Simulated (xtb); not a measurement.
C2H6N (SMILES [CH2]NC), doublet, from a rough starting geometry; GFN2-xTB (xtb).

Input for xtb:
```
$ xtb mol.xyz --gfn 2 --uhf 1 --opt vtight --json

# file mol.xyz
9

C      1.33350786    -0.34809041    -0.26947490
N      0.23949297     0.49415833     0.33638927
C     -1.10438582     0.05711918     0.05566135
H      1.22052702    -0.58206295    -1.26077396
H      2.31963362    -0.02673403     0.07068760
H      0.47112961     0.70444971     1.22197839
H     -1.40638453    -0.85228073     0.56803106
H     -1.13571030    -0.24614415    -1.00362288
H     -1.77174044     0.84195533     0.24913158
```

Question: What does xtb print? Leave out banner, timings and long lists.

Answer: 
```
   ID    Z sym.   atoms
    1    6 C      1, 3
    2    7 N      2
    3    1 H      4-9

           -------------------------------------------------
          |                Calculation Setup                |
           -------------------------------------------------

           -------------------------------------------------
          |                 G F N 2 - x T B                 |
           -------------------------------------------------

          ...................................................
          :                      SETUP                      :
          :.................................................:
          :  # basis functions                  18          :
          :  # atomic orbitals                  18          :
          :  # shells                           12          :
          :  # electrons                        19          :
          :  max. iterations                   250          :
          :  Hamiltonian                  GFN2-xTB          :
          :  restarted?                      false          :
          :  GBSA solvation                  false          :
          :  PC potential                    false          :
          :  electronic temp.          300.0000000     K    :
          :  accuracy                    1.0000000          :
          :  -> integral cutoff          0.2500000E+02      :
          :  -> integral neglect         0.1000000E-07      :
          :  -> SCF convergence          0.1000000E-05 Eh   :
          :  -> wf. convergence          0.1000000E-03 e    :
          :  Broyden damping             0.4000000          :
          :  net charge                          0          :
          :  unpaired electrons                  1          :
          ...................................................

 iter      E             dE          RMSdq      gap      omega  full diag
   1    -10.2552301 -0.102552E+02  0.302E+00    8.18       0.0  T
   2    -10.2937449 -0.385147E-01  0.261E+00    7.61       1.0  T
   3    -10.3076121 -0.138673E-01  0.151E+00    7.94       1.0  T
   4    -10.3082942 -0.682108E-03  0.280E-01    8.02       1.0  T
   5    -10.3083127 -0.184231E-04  0.122E-01    7.98       1.0  T
   6    -10.3083780 -0.653174E-04  0.363E-02    8.00       1.0  T
   7    -10.3083831 -0.514599E-05  0.508E-03    8.00       6.6  T
   8    -10.3083832 -0.545254E-07  0.136E-03    8.00      24.6  T
   9    -10.3083832 -0.980265E-09  0.262E-04    8.00     127.1  T
  10    -10.3083832 -0.250548E-09  0.866E-05    8.00     384.7  T

   *** convergence criteria satisfied after 10 iterations ***

         :::::::::::::::::::::::::::::::::::::::::::::::::::::
         ::                     SUMMARY                     ::
         :::::::::::::::::::::::::::::::::::::::::::::::::::::
         :: total energy             -10.154717258335 Eh    ::
         :: gradient norm              0.177083532345 Eh/a0 ::
         :: HOMO-LUMO gap              7.996074167613 eV    ::
         ::.................................................::
         :: SCC energy               -10.308382709246 Eh    ::
         :: -> isotropic ES            0.007729193851 Eh    ::
         :: -> anisotropic ES          0.003404928737 Eh    ::
         :: -> anisotropic XC          0.007901692019 Eh    ::
         :: -> dispersion             -0.003057463383 Eh    ::
         :: repulsion energy           0.153665450911 Eh    ::
         :: add. restraining           0.000000000000 Eh    ::
         :: total charge              -0.000000000000 e     ::
         :::::::::::::::::::::::::::::::::::::::::::::::::::::

      -----------------------------------------------------------
     |                   =====================                   |
     |                        A N C O P T                        |
     |                   =====================                   |
     |               Approximate Normal Coordinate               |
[...]
 * total energy  :   -10.1547173 Eh     change       -0.2139089E-10 Eh
 * total energy  :   -10.1706553 Eh     change       -0.1593804E-01 Eh
 * total energy  :   -10.1725011 Eh     change       -0.1845765E-02 Eh
 * total energy  :   -10.1726553 Eh     change       -0.1542531E-03 Eh
 * total energy  :   -10.1727124 Eh     change       -0.5706557E-04 Eh
 * total energy  :   -10.1727321 Eh     change       -0.1971267E-04 Eh
 * total energy  :   -10.1727409 Eh     change       -0.8817615E-05 Eh
 * total energy  :   -10.1727474 Eh     change       -0.6466845E-05 Eh
 * total energy  :   -10.1727535 Eh     change       -0.6148664E-05 Eh
 * total energy  :   -10.1727544 Eh     change       -0.8580275E-06 Eh
 * total energy  :   -10.1727545 Eh     change       -0.1489035E-06 Eh
 * total energy  :   -10.1727546 Eh     change       -0.3554239E-07 Eh
   *** GEOMETRY OPTIMIZATION CONVERGED AFTER 12 ITERATIONS ***
         :: total energy             -10.172754569600 Eh    ::
[...]
         2        2.0000           -0.5977426             -16.2654
         3        2.0000           -0.5621387             -15.2966
         4        2.0000           -0.5303625             -14.4319
         5        2.0000           -0.5071765             -13.8010
         6        2.0000           -0.4901273             -13.3370
         7        2.0000           -0.4587690             -12.4837
         8        2.0000           -0.4369484             -11.8900
         9        2.0000           -0.4127455             -11.2314
        10        1.0000           -0.2556753              -6.9573 (HOMO)
        11                          0.0485627               1.3215 (LUMO)
        12                          0.1231935               3.3523
        13                          0.1551027               4.2206
        14                          0.1731134               4.7107
        15                          0.2109225               5.7395
        16                          0.2158787               5.8744
        17                          0.3109589               8.4616
        18                          0.3637398               9.8979
      -------------------------------------------------------------
                  HL-Gap            0.3042380 Eh            8.2787 eV
             Fermi-level           -0.2188833 Eh           -5.9561 eV

     #   Z          covCN         q      C6AA      α(0)
     1   6 C        2.772    -0.115    30.892     9.103
     2   7 N        2.677    -0.153    24.320     7.324
     3   6 C        3.691    -0.036    21.401     6.620
     4   1 H        0.926     0.016     2.796     2.615
     5   1 H        0.926     0.012     2.864     2.646
     6   1 H        0.860     0.147     1.420     1.867
     7   1 H        0.923     0.033     2.548     2.496
     8   1 H        0.925     0.055     2.258     2.350
     9   1 H        0.925     0.042     2.429     2.437

 Mol. C6AA /au·bohr⁶  :        590.112196
 Mol. C8AA /au·bohr⁸  :      12056.072679
 Mol. α(0) /au        :         37.458528

Wiberg/Mayer (AO) data.
largest (>0.10) Wiberg bond orders for each atom

 ---------------------------------------------------------------------------
     #   Z sym  total        # sym  WBO       # sym  WBO       # sym  WBO
 ---------------------------------------------------------------------------
     1   6 C    3.351 --     2 N    1.342     5 H    0.983     4 H    0.982
     2   7 N    3.337 --     1 C    1.342     3 C    1.024     6 H    0.952
     3   6 C    3.982 --     2 N    1.024     9 H    0.983     8 H    0.981
                             7 H    0.971
     4   1 H    1.000 --     1 C    0.982
     5   1 H    1.000 --     1 C    0.983
     6   1 H    0.978 --     2 N    0.952
     7   1 H    0.999 --     3 C    0.971
     8   1 H    0.997 --     3 C    0.981
     9   1 H    0.998 --     3 C    0.983
 ---------------------------------------------------------------------------

Topologies differ in total number of bonds
Writing topology from bond orders to xtbtopo.mol

molecular dipole:
                 x           y           z       tot (Debye)
 q only:       -0.435       0.109       0.227
   full:       -0.450       0.119       0.330       1.451
molecular quadrupole (traceless):
                xx          xy          yy          xz          yz          zz
 q only:       -0.300       0.265      -0.412       0.549       0.660       0.711
  q+dip:       -0.806       0.709      -1.262       0.584       1.259       2.068
   full:       -0.447       0.698      -1.328       0.541       1.224       1.775

optimized geometry written to: xtbopt.xyz

           -------------------------------------------------
          | TOTAL ENERGY              -10.172754569600 Eh   |
          | GRADIENT NORM               0.000032863773 Eh/α |
          | HOMO-LUMO GAP               8.278737908795 eV   |
           -------------------------------------------------

normal termination of xtb
```
